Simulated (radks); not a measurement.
Values are calculated unless marked as measured or tabulated.
Task: N III, 5 electrons, occupied as [He] 2p1 3d2 (not the ground configuration). Level of theory: scalar-relativistic Kohn-Sham, r2SCAN, spin-polarised, spherical densities, finite nucleus; open shells are filled with parallel spins first; meta-GGA in the generalised Kohn-Sham scheme; Fermi nuclear charge, rms radius 2.5582 fm (a radial shooting solver on a logarithmic mesh with Libxc functionals). Some entries of the table are withheld. Estimate them.

| orbital | occ. | eigenvalue (eV) | <r^2> (bohr^2) | r(max) (bohr) |
|---|---|---|---|---|
| 1s up | 1 | -460.1558 | 0.07036 | 0.1480 |
| 1s down | 1 | -458.7997 | 0.06957 | 0.1478 |
| 2s up | 0 | -66.4779 | (1) | 0.9062 |
| 2p up | 1 | -55.6405 | (2) | (3) |
| 3p up | 0 | -16.4009 | 10.19 | 2.726 |
| 3d up | 2 | -13.6463 | 8.830 | 2.299 |

Result: 
(1) 2s up <r^2> (bohr^2): 1.385
(2) 2p up <r^2> (bohr^2): 1.235
(3) 2p up r(max) (bohr): 0.7813
